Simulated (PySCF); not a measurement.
C3H10InN. Atoms are numbered in the order given.

```xyz
15

In     0.0902     0.3173     0.1165
C      1.8082     1.5878    -0.2311
H      2.5110     1.0948    -0.9188
H      2.3277     1.8004     0.7156
H      1.4949     2.5469    -0.6707
C     -1.6957     0.5548     1.3164
H     -2.3514    -0.3215     1.2096
H     -2.2494     1.4531     1.0037
H     -1.4286     0.6708     2.3778
N      0.1873    -1.4559    -0.8954
C     -0.7613    -2.5430    -0.9112
H      0.9981    -1.6422    -1.4813
H     -0.3416    -3.4986    -0.5329
H     -1.1715    -2.7541    -1.9207
H     -1.6248    -2.3055    -0.2672
```
Charge 0, spin multiplicity 1.

The structure is a stationary point at r2SCAN-D4/def2-SVP. The def2 effective core potentials stand for the cores of In; spin–orbit coupling is left out. The values are those of a single conformer.

All values below come from r2SCAN/def2-TZVP in PySCF.

```yaml
total_energy: -365.24024 hartree
highest_occupied_level: -4.90 eV
lowest_empty_level: -0.86 eV
orbital_gap: 4.04 eV
dipole_moment: 0.49 D
quadrupole, principal values (traceless, Buckingham form, about the centre of nuclear charge): -2.66, 0.89, 1.77 D·Å
mean_static_polarisability: 87.6 bohr³ (12.98 Å³)
polarisability_principal_values: 65.1, 92.3, 105.3 bohr³
```
